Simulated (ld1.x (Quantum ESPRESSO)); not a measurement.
# Wu–Cohen ultrasoft dataset for lithium, non-relativistic all-electron reference.

Li, ultrasoft, made with ld1.x (Quantum ESPRESSO) 7.5 (Wu–Cohen, non-relativistic). Core none, reference 1s2 2s1 2p0. Waves: 1s (bound): rcut 0.90, rcutus 1.00 bohr; 2s (bound): rcut 0.90, rcutus 1.00 bohr; 2p (bound, empty): rcut 3.50, rcutus 4.30 bohr; 2p channel at 0.25 Ry: rcut 3.50, rcutus 4.30 bohr; 3d channel at 0.05 Ry: rcut 4.85, rcutus 5.15 bohr; 3d channel at 2.2 Ry: rcut 4.85, rcutus 5.15 bohr. Local part: all-electron potential smoothed inside 3.75 bohr (lloc = -2). Core correction: none. Augmentation charge: PSQ, inside the norm-conserving radii.

All-electron outer shells of the reference configuration (Wu–Cohen, non-relativistic, ld1.x):

```
shell  level (eV)  outermost node (bohr)  outermost maximum (bohr)
   1s      -51.66                      –                      0.36
   2s       -2.82                   0.84                      3.20
   2p       -1.04                      –                      3.96
```

(1) Estimate the cutoffs (Ry, on a coarse ladder) from which the occupation-weighted sum of valence levels, in a spherical-Bessel basis at the reference potential, stays within 10 and 1 mRy of its value at 400 Ry.

(2) What does a ghost test show?

(3) Is the overlap operator S = 1 + Σ q|β⟩⟨β| positive definite (Bessel basis up to 400 Ry)?

(4) Which valence shell sets the plane-wave cutoff?

Results:

(1) 50 Ry and 80 Ry.

(2) No extra level below or beside the all-electron valence levels (s, p, d, f tested).

(3) Yes: its lowest eigenvalue is 0.83 (s channel).

(4) 2s: its level needs 70 Ry to come within 1 mRy, against 55 Ry for 1s.

4 of 4 tests not solved or not reliable. Not counted: 1s2 2s0.5 2p0 (pseudo-atom not self-consistent, printed error -84.6 eV); 1s2 2s0 2p1 (solver errors, printed error -77.3 eV); 1s1 2s1 2p0 (solver errors, printed error -36.9 eV); 1 more.
